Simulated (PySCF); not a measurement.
# Radial density of O⁺ (oxygen, charge +1)

UHF, [He] 2s2 2p3, high-spin 4S determinant. All numbers are calculated (PySCF 2.14, no relativity, point nucleus, in def2-SVP (3s2p1d, 14 functions)).

| r (bohr) | 4πr²ρ (e/bohr) | 4πr²(ρα − ρβ) |
| --- | --- | --- |
| 0.00336 | 0.03992 | 0.0002 |
| 0.00566 | 0.1114 | 0.0005 |
| 0.00951 | 0.3035 | 0.0013 |
| 0.0160 | 0.7831 | 0.0033 |
| 0.0269 | 1.846 | 0.0077 |
| 0.0453 | 3.922 | 0.0165 |
| 0.0762 | 6.794 | 0.0339 |
| 0.128 | 8.601 | 0.0964 |
| 0.215 | 6.534 | 0.3847 |
| 0.362 | 3.266 | 1.1990 |
| 0.610 | 3.851 | 2.4668 |
| 1.03 | 4.028 | 2.2760 |
| 1.72 | 1.268 | 0.6817 |
| 2.90 | 0.1093 | 0.0710 |
| 4.88 | 0.0001548 | 0.0001 |
